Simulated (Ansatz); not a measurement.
Program: Ansatz. Geometries: PBE0-D4/def2-TZVP. ΔE: electronic, gas phase. CBS: MP2 limit from def2 TZ/QZ plus the TZ coupled-cluster correction, frozen cores. DFT in def2-TZVPP. Each species was taken in one conformer, which may not be the lowest.

Consider the formal exchange of groups at the Al–S bond: `[F][Al]([SiH3])[SH]` + `CCCCCCCO` → `[OH][Al]([F])[SiH3]` + `CCCCCCCS`.

```tsv
species	B97M-V energy (Eh)
`[F][Al]([SiH3])[SH]`	-1032.28793
`CCCCCCCO`	-351.72523
`[OH][Al]([F])[SiH3]`	-709.43235
`CCCCCCCS`	-674.60236
```

Q: Work out ΔE.

A: ΔE = (-709.43235) + (-674.60236) − (-1032.28793) − (-351.72523) = -0.02155 Eh = -0.59 eV. CCSD(T)/CBS gives -0.66 eV.

Largest T1 diagnostic among the species: 0.013.

Leaving LDA and LC-ωPBE aside and taking each functional with its dispersion term where it has one, the values, not all of them listed here, spread over 0.11 eV, from BLYP-D4 to HSE06-D4. In def2-TZVPP, CCSD(T) changes the Hartree–Fock value by −0.09 eV (the triples alone add −0.01 eV) and MP2 by −0.18 eV.
